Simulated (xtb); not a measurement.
dysprosium atom (Dy), quintet (GFN-xTB shapes and energies of metal compounds can be far from the true ones) (GFN-xTB holds the 4f electrons in the core, so unpaired electrons go into valence orbitals and the state isn't the physical one); GFN0-xTB (xtb).

xtb was given this input:
```
$ xtb mol.xyz --gfn 0 --uhf 4 --json

# file mol.xyz
1

Dy     0.00000000     0.00000000     0.00000000
```

Q: What does xtb print? Leave out banner, timings and long lists.

A: 
```
   ID    Z sym.   atoms
    1   66 Dy     1

           -------------------------------------------------
          |                Calculation Setup                |
           -------------------------------------------------

           -------------------------------------------------
          |                 G F N 0 - x T B                 |
           -------------------------------------------------

          ...................................................
          :                      SETUP                      :
          :.................................................:
          :  # basis functions                  10          :
          :  # atomic orbitals                   9          :
          :  # shells                            3          :
          :  # electrons                         3          :
          :  electronic temp.          300.0000000     K    :
          :  accuracy                    1.0000000          :
          :  -> integral cutoff          0.2500000E+02      :
          :  -> integral neglect         0.1000000E-07      :
          ...................................................

         :::::::::::::::::::::::::::::::::::::::::::::::::::::
         ::                     SUMMARY                     ::
         :::::::::::::::::::::::::::::::::::::::::::::::::::::
         :: total energy              -1.007372706357 Eh    ::
         :: gradient norm              0.000000000000 Eh/a0 ::
         :: HOMO-LUMO gap              0.000000000000 eV    ::
         ::.................................................::
         :: H0 energy                 -1.007372706357 Eh    ::
         :: repulsion energy           0.000000000000 Eh    ::
         :: electrostat energy         0.000000000000 Eh    ::
         :: -> Gsolv                   0.000000000000 Eh    ::
         ::    -> Gsasa                0.000000000000 Eh    ::
         ::    -> Gshift               0.000000000000 Eh    ::
         :: dispersion energy          0.000000000000 Eh    ::
         :: short-range corr.          0.000000000000 Eh    ::
         :: add. restraining           0.000000000000 Eh    ::
         :: total charge               0.000000000000 e     ::
         :::::::::::::::::::::::::::::::::::::::::::::::::::::

           -------------------------------------------------
          |                Property Printout                |
           -------------------------------------------------

    * Orbital Energies and Occupations

         #    Occupation            Energy/Eh            Energy/eV
      -------------------------------------------------------------
         1        1.0000           -0.3769651             -10.2577
         2        0.4000           -0.3136053              -8.5336
         3        0.4000           -0.3136053              -8.5336 (HOMO)
         4        0.4000           -0.3136053              -8.5336 (LUMO)
         5        0.4000           -0.3136053              -8.5336
         6        0.4000           -0.3136053              -8.5336
         7                         -0.0873200              -2.3761
         8                         -0.0873200              -2.3761
         9                         -0.0873200              -2.3761
      -------------------------------------------------------------
                  HL-Gap            0.0000000 Eh            0.0000 eV
             Fermi-level            0.0000000 Eh            0.0000 eV

     #   Z          covCN         q      C6AA      α(0)
     1  66 Dy       0.000     0.000  2901.089   232.466

 Mol. C6AA /au·bohr⁶  :       2901.089371
 Mol. C8AA /au·bohr⁸  :     617674.253117
 Mol. α(0) /au        :        232.465673

Wiberg/Mayer (AO) data.
largest (>0.10) Wiberg bond orders for each atom

 ---------------------------------------------------------------------------
     #   Z sym  total        # sym  WBO       # sym  WBO       # sym  WBO
 ---------------------------------------------------------------------------
     1  66 Dy   0.000
 ---------------------------------------------------------------------------

 dipole moment from electron density (au)
     X       Y       Z
   0.0000   0.0000   0.0000  total (Debye):    0.000

           -------------------------------------------------
          | TOTAL ENERGY               -1.007372706357 Eh   |
          | GRADIENT NORM               0.000000000000 Eh/α |
          | HOMO-LUMO GAP               0.000000000000 eV   |
           -------------------------------------------------

normal termination of xtb
```
